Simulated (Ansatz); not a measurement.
Isolated molecules relaxed with PBE0-D4/def2-TZVP in Ansatz; ΔE leaves out vibrations. CCSD(T)/CBS adds triple-zeta CCSD(T) − MP2 to the extrapolated MP2 energy (def2 sets, frozen cores). DFT in def2-TZVPP. Each species was taken in one conformer, which may not be the lowest.

Consider the ligand exchange at a B–S bond: `[SiH3]BS[SiH3]` + `CNC` → `CN(C)B[SiH3]` + `[SiH3]S`.

`[SiH3]BS[SiH3]`:

Cartesian coordinates in Å:
```
Si 0.559 -2.015 -1.316
B 0.194 -0.249 -0.426
S -0.564 -0.214 1.177
Si -0.649 1.920 1.498
H -0.145 -2.070 -2.629
H 2.019 -2.147 -1.586
H 0.123 -3.177 -0.495
H 0.482 0.782 -0.965
H -1.471 2.547 0.436
H -1.272 2.145 2.826
H 0.724 2.478 1.479
```

`CNC`:

Z-matrix (Å, degrees):
```
C
N 1 1.445
H 1 1.094 2 109.4
H 1 1.092 2 110.0 3 117.9
H 1 1.104 2 114.0 3 -120.2
C 2 1.445 1 112.8 3 65.3
H 2 1.011 1 109.8 3 -171.9
H 6 1.104 2 114.0 1 54.9
H 6 1.094 2 109.4 1 -65.3
H 6 1.092 2 110.0 1 176.8
```

`CN(C)B[SiH3]`:

Z-matrix (Å, degrees):
```
C
N 1 1.449
H 1 1.088 2 109.9
H 1 1.096 2 110.6 3 -120.4
H 1 1.096 2 110.7 3 120.4
C 2 1.447 1 112.2 3 180.0
B 2 1.386 1 122.5 3 -0.0
H 6 1.096 2 110.6 1 -59.5
H 6 1.088 2 110.5 1 180.0
H 6 1.096 2 110.6 1 59.5
Si 7 2.016 2 126.7 1 -180.0
H 7 1.202 2 116.4 1 -0.0
H 11 1.493 7 116.5 2 -0.0
H 11 1.492 7 109.8 2 121.5
H 11 1.492 7 109.8 2 -121.5
```

`[SiH3]S`:

```xyz
6

Si   -0.033    0.369   -0.376
S    -0.563   -0.656    1.423
H     1.354    0.897   -0.317
H    -0.997    1.491   -0.472
H    -0.159   -0.512   -1.565
H     0.398   -1.588    1.307
```

```tsv
level	ΔE (kJ/mol)
PBE0	-59.6
HF/def2-QZVPP	-57.0
```

(1) What does CCSD(T)/CBS give? (Estimate.)

Largest T1 diagnostic among the species: 0.015.

Answers

(1) The calculation gave: -63.8 kJ/mol. The listed levels differ from it by 4.2, 6.8 kJ/mol.

In def2-TZVPP, CCSD(T) changes the Hartree–Fock value by −9.4 kJ/mol (the triples alone add −0.3 kJ/mol) and MP2 by −7.8 kJ/mol.
